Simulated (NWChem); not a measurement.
All runs are NWChem calculations. System: 1,2,4-triazole (C2H3N3), charge 0, spin multiplicity 1, at a geometry optimised with PBE0/def2-SVP. Level: RHF/def2-TZVP.

Job file:

```
start mol
memory heap 200 mb stack 900 mb global 1100 mb
geometry units angstroms nocenter noautoz
  C     -1.113829    -0.021465     0.000000
  N     -0.411629     1.137862     0.000000
  C      0.834517     0.722059     0.000000
  N      0.860860    -0.624783     0.000000
  N     -0.379526    -1.117783     0.000000
  H     -2.202705    -0.062580     0.000000
  H      1.731835     1.340672     0.000000
  H      1.658810    -1.248726     0.000000
  symmetry group Cs
end
basis spherical
  * library def2-tzvp
end
scf
  rhf
  nopen 0
  maxiter 100
  thresh 1e-7
  semidirect memsize 60000000 filesize 0
end
task scf energy
```

Output (cleaned and shortened):

```
             Northwest Computational Chemistry Package (NWChem) 7.3.0
             --------------------------------------------------------

                                NWChem Input Module
                                -------------------

 Scaling coordinates for geometry "geometry" by  1.889725989
 (inverse scale =  0.529177249)

 Turning off AUTOSYM since
 SYMMETRY directive was detected!

                             Geometry "geometry" -> ""
                             -------------------------

 Output coordinates in angstroms (scale by  1.889725989 to convert to a.u.)

  No.       Tag          Charge          X              Y              Z
 ---- ---------------- ---------- -------------- -------------- --------------
    1 C                    6.0000    -1.11382900    -0.02146500     0.00000000
    2 N                    7.0000    -0.41162900     1.13786200     0.00000000
    3 C                    6.0000     0.83451700     0.72205900     0.00000000
    4 N                    7.0000     0.86086000    -0.62478300     0.00000000
    5 N                    7.0000    -0.37952600    -1.11778300     0.00000000
    6 H                    1.0000    -2.20270500    -0.06258000     0.00000000
    7 H                    1.0000     1.73183500     1.34067200     0.00000000
    8 H                    1.0000     1.65881000    -1.24872600     0.00000000

 Effective nuclear repulsion energy (a.u.)     166.2245321444

            Nuclear Dipole moment (a.u.)
            ----------------------------
        X                 Y               Z
 ---------------- ---------------- ----------------
     0.0000056692     0.0000037795     0.0000000000

      Symmetry information
      --------------------

 Group name             Cs
 Group number              2
 Group order               2
 No. of unique centers     8

      Symmetry unique atoms

     1    2    3    4    5    6    7    8


 Summary of "ao basis" -> "" (spherical)
 ------------------------------------------------------------------------------
       Tag                 Description            Shells   Functions and Types
[...]
              MO Center=  2.2D+00, -1.2D+00,  1.4D-16, r^2= 3.9D+00
   Bfn.  Coefficient  Atom+Function         Bfn.  Coefficient  Atom+Function
  ----- ------------  ---------------      ----- ------------  ---------------
   170      2.281114  8 H  s                 98     -1.589933  4 N  s
   164      1.078812  7 H  s                105     -0.854534  4 N  px
    75     -0.608655  3 C  py               106      0.585909  4 N  py
   129     -0.506827  5 N  s                 74     -0.343786  3 C  px
    36     -0.321482  2 N  s                 97      0.316479  4 N  s

 Vector   20  Occ=0.000000D+00  E= 1.457528D-01  Symmetry=a"
              MO Center=  3.7D-01,  2.0D-01, -3.9D-15, r^2= 3.3D+00
   Bfn.  Coefficient  Atom+Function         Bfn.  Coefficient  Atom+Function
  ----- ------------  ---------------      ----- ------------  ---------------
    76      0.821156  3 C  pz               107     -0.604490  4 N  pz
   138      0.487842  5 N  pz                14     -0.324312  1 C  pz
    45     -0.309304  2 N  pz                70      0.239792  3 C  pz
    73      0.235900  3 C  pz               101     -0.226508  4 N  pz
   132      0.207707  5 N  pz               104     -0.200165  4 N  pz

 Vector   21  Occ=0.000000D+00  E= 1.738826D-01  Symmetry=a'
              MO Center=  2.4D+00,  1.5D+00, -1.1D-15, r^2= 3.9D+00
   Bfn.  Coefficient  Atom+Function         Bfn.  Coefficient  Atom+Function
  ----- ------------  ---------------      ----- ------------  ---------------
   164      4.843904  7 H  s                 74     -3.282990  3 C  px
    75     -1.934594  3 C  py               129      1.540770  5 N  s
     5     -1.392168  1 C  s                 12     -1.304461  1 C  px
    98     -1.279507  4 N  s                105      1.244094  4 N  px
    36     -0.995582  2 N  s                170     -0.997898  8 H  s

 center of mass
 --------------
 x =  -0.03225862 y =  -0.00084829 z =   0.00000000

 moments of inertia (a.u.)
 ------------------
         181.200094039886           0.861563009100           0.000000000000
           0.861563009100         173.829131611677           0.000000000000
           0.000000000000           0.000000000000         355.029225651562

  Mulliken analysis of the total density
  --------------------------------------

    Atom       Charge   Shell Charges
 -----------   ------   -------------------------------------------------------
    1 C    6     5.83   0.86  1.12  0.51  0.52  0.09  1.21  1.12  0.26  0.04  0.10  0.02
    2 N    7     7.45   0.82  1.16  0.53  0.90  0.24  1.45  1.69  0.58  0.01  0.07  0.00
    3 C    6     5.82   0.86  1.12  0.51  0.52  0.09  1.21  1.09  0.26  0.04  0.10  0.02
    4 N    7     7.17   0.82  1.16  0.51  0.79  0.10  1.51  1.73  0.44  0.01  0.08  0.01
    5 N    7     7.31   0.82  1.16  0.55  0.87  0.27  1.41  1.61  0.53  0.01  0.07  0.01
    6 H    1     0.86   0.26  0.49  0.09  0.02
    7 H    1     0.84   0.26  0.48  0.08  0.02
    8 H    1     0.73   0.25  0.39  0.04  0.04

       Multipole analysis of the density wrt the origin
       ------------------------------------------------

     L   x y z        total         open         nuclear
     -   - - -        -----         ----         -------
     0   0 0 0      0.000000      0.000000     36.000000

     1   1 0 0      1.157767      0.000000      0.000006
     1   0 1 0     -0.210221      0.000000      0.000004
     1   0 0 1     -0.000000      0.000000      0.000000

     2   2 0 0    -15.107761      0.000000    105.728226
     2   1 1 0     -0.365666      0.000000      0.261195
     2   1 0 1     -0.000000      0.000000      0.000000
     2   0 2 0    -24.939850      0.000000     96.537553
     2   0 1 1      0.000000      0.000000      0.000000
     2   0 0 2    -22.605641      0.000000      0.000000

 Task  times  cpu:       34.5s     wall:       34.5s

 Total times  cpu:       34.5s     wall:       34.5s
```
